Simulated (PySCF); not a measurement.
C₄H₆OSe, SMILES O1CC[Se]C=C1.

Geometry optimised at B3LYP-D3(BJ)/def2-SVP. Other conformers were not sampled.

Computed with PBE/def2-TZVP run with PySCF.

The total energy is -2632.22339 hartree and the highest occupied level is -4.60 eV. The lowest empty level is -0.84 eV and the orbital gap is 3.76 eV. The dipole moment is 1.16 D, the quadrupole, principal values (traceless, Buckingham form, about the centre of nuclear charge) comes out as -5.33, -4.07, 9.41 D·Å and the mean static polarisability is 75.5 bohr³ (11.19 Å³). The polarisability, principal values comes out as 54.7, 82.1, 89.8 bohr³.
